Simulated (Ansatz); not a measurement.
`NB(Br)Br` and `NB(N)Br` differ in one atom or group.

Ansatz, PBE0-D4/def2-TZVP geometries, multiplicity 1. Each molecule was computed in one conformer, which needn't be the lowest.

Scalar relativity is left out up to krypton.

```json
{"property": "LUMO energy (ωB97M-V/def2-TZVPP) / eV", "`NB(Br)Br`": "1.89"}
{"property": "HOMO energy (PBE0/def2-TZVPP) / eV", "`NB(Br)Br`": "-8.10"}
{"property": "HOMO–LUMO gap (PBE0/def2-TZVPP) / eV", "`NB(Br)Br`": "7.92"}
{"property": "HOMO energy (PBE/def2-TZVPP) / eV", "`NB(Br)Br`": "-6.81"}
{"property": "HOMO–LUMO gap (PBE/def2-TZVPP) / eV", "`NB(Br)Br`": "5.69"}
{"property": "ideal-gas entropy at 298 K and 1 bar (rigid rotor, harmonic PBE0-D4/def2-TZVP) / J/(mol·K)", "`NB(Br)Br`": "317"}
```

(1) Give the same properties after the change, and the shifts. (Estimate.)

## Answers

(1) The calculation gave: 
```tsv
property	`NB(N)Br`	shift
LUMO energy (ωB97M-V/def2-TZVPP) / eV	1.95	0.06
HOMO energy (PBE0/def2-TZVPP) / eV	-7.43	0.67
HOMO–LUMO gap (PBE0/def2-TZVPP) / eV	8.10	0.18
HOMO energy (PBE/def2-TZVPP) / eV	-6.00	0.81
HOMO–LUMO gap (PBE/def2-TZVPP) / eV	5.87	0.18
ideal-gas entropy at 298 K and 1 bar (rigid rotor, harmonic PBE0-D4/def2-TZVP) / J/(mol·K)	307	-10
```

With PBE0 the HOMO rises by 0.67 eV and the LUMO rises by 0.86 eV, so the gap widens by about 0.19 eV. PBE moves the HOMO by 0.81 eV and ωB97M-V by 0.50 eV. The zero-point energy changes by 67.6 kJ/mol with +6 modes.

Spin–orbit coupling is left out; it splits and shifts lone-pair levels of the heavy atoms by tenths of an eV.
